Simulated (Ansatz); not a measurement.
Computed with Ansatz on PBE0-D4/def2-TZVP structures; ΔE is electronic, products minus reactants. CCSD(T)/CBS adds triple-zeta CCSD(T) − MP2 to the extrapolated MP2 energy (def2 sets, frozen cores). Functionals use def2-TZVPP. B3LYP here is the variant with VWN-RPA as its local correlation; programs differ in this. One conformer a species, not always the lowest.

Reaction (formal exchange of groups at the Al–N bond): `C[NH][Al]([CH3])[SiH3]` + `OCC(F)(F)F` → `[CH3][Al]([OH])[SiH3]` + `CNCC(F)(F)F`

(1) Is it downhill or uphill in electronic energy at CCSD(T)/CBS, and by how much? (Estimate.)

(2) What do these levels give: PBE-D4, B3LYP-D4, HF/def2-TZVPP, SCS-MP2/def2-TZVPP, MP2/def2-QZVPP, MP2/CBS(def2)? (Estimate.)

Largest T1 diagnostic among the species: 0.013.

## Answers

(1) The calculation gave: Downhill: ΔE = -0.76 eV.

(2) The calculation gave: PBE-D4 -0.68, B3LYP-D4 -0.71, HF/def2-TZVPP -0.77, SCS-MP2/def2-TZVPP -0.77, MP2/def2-QZVPP -0.80, MP2/CBS(def2) -0.81 eV.
